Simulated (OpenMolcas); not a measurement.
**La I: effect of correlating more closed shells**

```yaml
Program: OpenMolcas
Basis: ANO-RCC-VTZP [8s7p5d3f2g1h]
Scalar_Hamiltonian: DKH2, point nucleus
Active_space: 3 electrons in 6 orbitals (5d 6s)
State_averaging: 2S+1 = 2 even, 65 roots; 2S+1 = 4 even, 20 roots kept (CI in the orbitals of an earlier block)
Spin-orbit_coupling: RASSI with atomic mean-field integrals over the reference wave functions, term energies averaged over their components
```

Methods on the same reference wave functions:
A. CASSCF
B. MS-CASPT2, IPEA 0.25 Eh, imaginary shift 0.1 Eh (closed shells correlated: none)
C. MS-CASPT2, IPEA 0.25 Eh, imaginary shift 0.1 Eh (closed shells correlated: 5s 5p)

Energies in cm-1 above 5d 6s2 2D 3/2, the measured ground level; measured values from NIST Handbook of Basic Atomic Spectroscopic Data.

```tsv
Level	A	B	C	Measured
5d 6s2 2D 3/2 [51 %]	0.0	0.0	0.0	0.0
5d2 6s 4F 5/2	551	2780	2810	3010
5d2 6s 4F 3/2 [51 %]	652	2440	2470	2668
5d2 6s 4F 7/2	1150	3260	3290	3495
5d 6s2 2D 5/2	1157	889	908	1053
5d2 6s 4F 9/2	1759	3880	3910	4122
5d2 6s 4P 1/2	6547	8020	7860	7231
5d2 6s 4P 3/2 [70 %]	6783	8340	8160	
5d2 6s 2P 1/2	8514	8440	8180	9044
5d2 6s 2F 5/2	8653	6060	6310	7012
5d2 6s 2F 7/2	9434	7000	7240	8052
5d2 6s 2G 9/2	10185	9890	9520	9920
5d2 6s 2G 7/2	10189	9870	9520	9961
5d3 4F 3/2 [69 %]	10750	12830	11740	12431
5d3 4F 5/2 [58 %]	11124	13230	12130	12787
5d3 4F 7/2	11713	13730	12630	13238
5d3 4F 9/2	12308	14260	13170	13747
5d3 4P 1/2	17131	17740	16560	16617
5d3 4P 5/2 [69 %]	17663	18220	17090	17099
5d3 2G 7/2	19186	17140	16410	17023
5d3 2H 11/2	19825	19080	17770	
5d3 2D 3/2 [51 %]	21835	18210	17620	
5d3 2D 5/2 [68 %]	22386	18780	18280	
5d2 6s 2S 1/2	23175	15480	16390	16991
```

Deviations, from unrounded energies. A percentage is the sum of absolute deviations over the sum of measured energies, with the sign that they share, or ± where signs differ.

```json
{"Against measurement": "mean absolute deviation (cm-1)", "Levels": "19", "A": "1600", "B": "540", "C": "450"}
{"Against measurement": "fine structure of the ground term (%)", "Levels": "1", "A": "+9.8", "B": "-15.6", "C": "-13.8"}
{"Against measurement": "other configurations (%)", "Levels": "18", "A": "±16.1", "B": "±5.5", "C": "±4.6"}
```

C lies closest to measurement on these levels and A furthest from it. The largest miss of C in the table is 5d2 6s 2P 1/2, by -870 cm-1. The ranking rests on the paired levels alone, and a cruder setting can come out closer through cancelling errors.

Between B and C the level of the table that moves most is 5d3 2H 11/2, by 1300 cm-1 (lowest in C, highest in B). Moves below CASPT2's spread within the term are not significant.

The mean deviations of B to C differ by less than CASPT2's widest spread within a term (1200 cm-1), so their order carries little weight.

The lowest spin-free term lies below A's lowest term by 0.030 hartree in B, 0.266 hartree in C.

What an inner shell adds also hangs on whether the basis holds functions to correlate it.

CASPT2 does not keep the components of a term degenerate, so their means are used; among the terms shown or strongly mixed into the levels shown the widest spread is 1200 cm-1 (5d2 6s 2F, B). Over all roots computed the reference weight is 0.90 to 0.98 in B, 0.84 to 0.91 in C; the roots of lowest weight are the least certain, and an intruder state may touch them. Terms from blocks run as CI alone lack orbitals of their own. Configurations are named by rounded mean occupations; where the s occupation lies near a half they are strongly mixed, a name can repeat and a true partner stay unpaired. A single d shell beside an s shell can misplace configurations of different d count against each other. The CASPT2 spread within a term exceeds the gap to the next term for 5d2 6s 4P and 5d2 6s 2P, so the order of their levels is uncertain, and so are names and mixing where such terms share a J (figures for B; the like holds for C). Without dynamic correlation excited terms often stand tens of per cent too high (terms of higher spin than the ground term too low), and those without a measured partner can miss by more than the paired ones (holds for A). Some levels mix across a computed gap that differs much from the measured one, so their mixing is not that of the real levels (holds for B; C). Measured partners are found by configuration, term and J. A level has none where our copy of the source lacks it or the pairing is in doubt (some pairs that miss far off the trend of their configuration count as doubtful), and it then counts in no deviation. Levels of configurations outside the active space are missing. Levels that lie high or do not pair safely by name in every column are left out.

A share in square brackets marks a mixed level and gives the weight of the term that names it, the lowest over the columns.
